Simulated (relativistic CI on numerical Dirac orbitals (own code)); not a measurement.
## Charge states of mercury

Calculated at this level of theory: Dirac-Coulomb-Breit CI, separate exchange-only KLI orbitals for each configuration, model QED, valence Slater integrals scaled by 0.9 (own radial code, finite nucleus).

Each species is treated in one configuration, given outside its closed core. Radial values are for the open shell of highest l, unscaled and averaged over j; ζ includes the Breit term. Labels give the leading LS character, summed over repeated terms.

```
  Ion  Configuration  Its lowest level  LS weight (%)  Next level    E (cm⁻¹)   ζ (cm⁻¹)  ⟨r⟩ (bohr)  ⟨r²⟩ (bohr²)
Hg⁷²⁺        2s2 2p4                 ?              ?           ?           ?          ?           ?             ?
Hg⁷³⁺        2s2 2p3   J = 3/2 (mixed)             49     4S°_3/2  1.6192e+07  1.102e+07     0.06042      0.004469
Hg⁷⁴⁺        2s2 2p2              3P_0             68        3P_1  1.6425e+07  1.116e+07     0.06008      0.004417
Hg⁷⁵⁺         2s2 2p           2P°_1/2            100     2P°_3/2  1.6971e+07  1.131e+07     0.05974      0.004366
Hg⁷⁶⁺            2s2              1S_0            100                                                             
Hg⁷⁷⁺             2s            2S_1/2            100                                         0.0662      0.005228
Hg⁷⁸⁺            1s2              1S_0            100
```

Problem. Fill in the row of Hg⁷²⁺.

Solution. Its lowest level 3P_2; LS weight (%) 68; Next level 1S_0; E (cm⁻¹) 523230; ζ (cm⁻¹) 1.088e+07; ⟨r⟩ (bohr) 0.06077; ⟨r²⟩ (bohr²) 0.004523.
